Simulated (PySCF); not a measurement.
Species: C4H6O3S.
Cartesian coordinates in Å at the PBE0-D3(BJ)/def2-SVP level; atoms count from 1:
```
atom  x, y, z in Å
O1     2.3511   -1.2518   -0.3022
S2     1.5973   -0.0223   -0.1189
O3     1.6068    1.0302   -1.1082
O4     2.0925    0.6327    1.2893
C5    -0.0953   -0.4297    0.2899
C6    -0.9412   -0.8025   -0.8997
C7    -1.7652    0.2434   -0.7402
C8    -1.0324    0.7986    0.4566
H9     2.7218    0.0077    1.6806
H10   -0.0418   -1.1430    1.1273
H11   -0.8715   -1.6328   -1.6045
H12   -2.6526    0.5867   -1.2776
H13   -1.5822    0.8153    1.4106
H14   -0.5382    1.7702    0.3025
```

Computed, not measured: TDDFT CAM-B3LYP/def2-SVPD, vertical, gas phase, core orbitals frozen in the response (PySCF).

Ground-to-excited transition dipoles (e·a0, same axes as the geometry; the sign carries no meaning), for the states with f of 0.002 or more among the lowest 6:

```csv
state,E (hartree),μx,μy,μz
S1,0.2562,0.867,-0.663,-0.020
S2,0.2743,0.113,-0.026,-0.079
S3,0.2794,-0.094,-0.173,-0.040
S4,0.2872,0.268,0.243,-0.123
S6,0.2949,-0.192,0.099,0.015
```

What oscillator strength does each state have?

f = (2/3) ΔE |μ|² with ΔE in hartree (27.2114 eV).

```json
{"state": "S1", "|μ|² (au)": "1.191", "|μ| (D)": "2.77", "f": "0.203"}
{"state": "S2", "|μ|² (au)": "0.020", "|μ| (D)": "0.36", "f": "0.004"}
{"state": "S3", "|μ|² (au)": "0.040", "|μ| (D)": "0.51", "f": "0.008"}
{"state": "S4", "|μ|² (au)": "0.146", "|μ| (D)": "0.97", "f": "0.028"}
{"state": "S6", "|μ|² (au)": "0.047", "|μ| (D)": "0.55", "f": "0.009"}
```

Which bond between heavy atoms lies closest to the direction of the S1 transition dipole?

C6–C7 and C5–C8, at 15° from it; next O1–S2 at 22°.

What angle do the transition dipoles of S1 and S4 make?

|cos θ| = |μa·μb| / (|μa| |μb|) = 0.18, so θ ≈ 80° (taken between 0 and 90°, since the signs are arbitrary).

How is the summed strength of these states shared among x, y and z?

(2/3) Σ ΔE μα² gives 0.153 for x, 0.094 for y and 0.004 for z, 0.252 in all.

What peak molar absorption coefficient would the strongest computed level give as a lone Gaussian band 0.4 eV wide at half height?

ε(max) = 2.175×10⁸ f / FWHM, with the width in cm⁻¹. S1: 2.175×10⁸ × 0.2035 / 3226 ≈ 14000 L mol⁻¹ cm⁻¹.

Cost: about 2.1 min of CPU time on one thread; the machine was shared, so the figure is rough.

One conformer stands for the species.
